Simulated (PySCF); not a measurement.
# Working out the ionisation energy of Mn²⁺

Mn²⁺ [Ar] 3d5 (6S) → Mn³⁺ [Ar] 3d4 (5D). Calculation: PySCF 2.14, in aug-cc-pVDZ (7s6p4d2f, 59 functions); no relativity, point nucleus. Frozen: [Ar]. Energies in hartree (1 hartree = 27.21139 eV):

```csv
part,Mn²⁺ (lower),Mn³⁺ (upper)
UHF,-1149.107067,-1147.903541
CCSD correlation,-0.059302,-0.029394
(T),-0.000506,-0.000165
```

**Question.** What does Hartree-Fock give?

**Answer.** (-1147.903541) − (-1149.107067) = 1.203526 hartree = 32.750 eV.

**Question.** What do CCSD and CCSD(T) give?

**Answer.** The CCSD correlation energies differ by 0.029908 hartree = 0.814 eV and the triples by 0.000341 hartree = 0.009 eV, so CCSD gives 33.564 eV and CCSD(T) 33.573 eV.

Reference: 33.668 ± 0.012 eV (measured; NIST Atomic Spectra Database, ionization energies), between the lowest levels; spin-orbit coupling is absent from the calculation.

The calculation is non-relativistic.

A double-zeta basis recovers only part of the correlation energy.

What remains against the reference includes basis incompleteness, the frozen core and higher excitations.
